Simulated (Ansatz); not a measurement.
Reaction (cleavage of the Si–Si bond): `Cl[SiH2][SiH](Cl)Cl` + `N[SiH2]F` → `F[SiH2]N[SiH2]Cl` + `Cl[SiH2]Cl`

Program: Ansatz. Geometries: PBE0-D4/def2-TZVP. ΔE: electronic, gas phase. CCSD(T)/CBS is the MP2 limit (def2-TZVPP, def2-QZVPP) plus CCSD(T) − MP2 in def2-TZVPP, frozen cores. DFT in def2-TZVPP. HSE06 is defined as in plane-wave codes. One conformer a species, not always the lowest.

`Cl[SiH2][SiH](Cl)Cl`:

```xyz
8

Cl    0.129   -2.101    1.630
Si   -0.752   -0.421    0.836
Si    0.727    0.515   -0.714
Cl    1.040   -0.823   -2.231
Cl   -0.147    2.216   -1.458
H    -1.029    0.534    1.936
H    -2.014   -0.809    0.162
H     2.047    0.888   -0.161
```

`N[SiH2]F`:

Z-matrix (Å, degrees):
```
Si
F 1 1.605
N 1 1.696 2 114.6
H 1 1.479 2 105.8 3 -119.3
H 1 1.479 2 105.8 3 119.3
H 3 1.006 1 122.0 2 77.5
H 3 1.006 1 122.0 2 -77.5
```

`F[SiH2]N[SiH2]Cl`:

```xyz
10

F     1.023   -0.955    2.149
Si    1.335   -0.138    0.811
N     0.190   -0.448   -0.425
Si   -1.257    0.410   -0.769
Cl   -2.917   -0.447    0.093
H     1.265    1.299    1.147
H     2.672   -0.583    0.361
H     0.312   -1.316   -0.931
H    -1.507    0.409   -2.227
H    -1.116    1.770   -0.210
```

`Cl[SiH2]Cl`:

Z-matrix (Å, degrees):
```
Si
Cl 1 2.040
Cl 1 2.040 2 110.1
H 1 1.476 2 108.5 3 -118.6
H 1 1.476 2 108.5 3 118.6
```

| level | ΔE (kcal/mol) | difference from CCSD(T)/CBS |
| --- | --- | --- |
| BHLYP-D4 | -17.7 | -0.5 |
| CAM-B3LYP-D4 | -17.5 | -0.3 |
| ωB97M-V | -17.8 | -0.6 |
| B2PLYP | -17.7 | -0.5 |
| HSE06 | -14.0 | 3.2 |
| BHLYP | -18.6 | -1.4 |
| CCSD/def2-SVP | -18.5 | -1.3 |
| SCS-MP2/def2-TZVPP | -19.6 | -2.4 |
| HF/def2-QZVPP | -21.3 | -4.1 |
| SCS-MP2/def2-QZVPP | -19.3 | -2.1 |
| CCSD(T)/CBS | -17.2 | 0 |

Question: What do rigid-rotor, harmonic-oscillator terms from PBE0-D4/def2-TZVP frequencies (298.15 K, 1 bar) make of the CCSD(T)/CBS value? (Best estimate.)

Answer: Computed: ΔZPE = -0.5 kcal/mol, ΔH = -18.3 kcal/mol, ΔS = -14 J/(mol·K), ΔG = -17.3 kcal/mol. Modes under 50 cm⁻¹ make the entropy rough.

Largest T1 diagnostic among the species: 0.011.

From BLYP to BHLYP (50 % exact exchange), in def2-TZVPP and without D4, ΔE moves by −3.4 kcal/mol. At CCSD(T), def2-SVP lies −1.0 kcal/mol from the extrapolated value and def2-TZVPP −0.7 kcal/mol.
